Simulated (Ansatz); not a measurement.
C$_{2}$H$_{6}$ClSi, SMILES `CC[SiH]Cl` radical at its PBE0-D4/def2-TZVP geometry, where that method's forces vanish. The species carries charge 0 and has multiplicity 2.

```xyz
10

C     0.5986    0.8260    0.8226
C     0.3475    0.1161   -0.5019
Si   -1.3525   -0.6566   -0.6726
Cl   -1.6284   -2.0534    0.8251
H    -0.0992    1.6536    0.9700
H     1.6112    1.2335    0.8658
H     0.4796    0.1421    1.6656
H     0.4673    0.8040   -1.3469
H     1.0752   -0.6906   -0.6555
H    -1.4993   -1.3746   -1.9723
```

Question: What forces (eV/Å) does r2SCAN-D4/def2-TZVPP give on these atoms in Ansatz 0.2.0? (An estimate is asked.)

Answer: The calculation gave: 
```
C1   0.038  0.075  0.137
C2  -0.039 -0.055 -0.133
Si3 -0.029  0.011 -0.057
Cl4 -0.011 -0.044  0.055
H5   0.012 -0.014  0.000
H6  -0.015 -0.004  0.006
H7   0.003  0.015 -0.014
H8   0.021 -0.005  0.006
H9   0.010  0.008 -0.006
H10  0.008  0.014  0.006
```
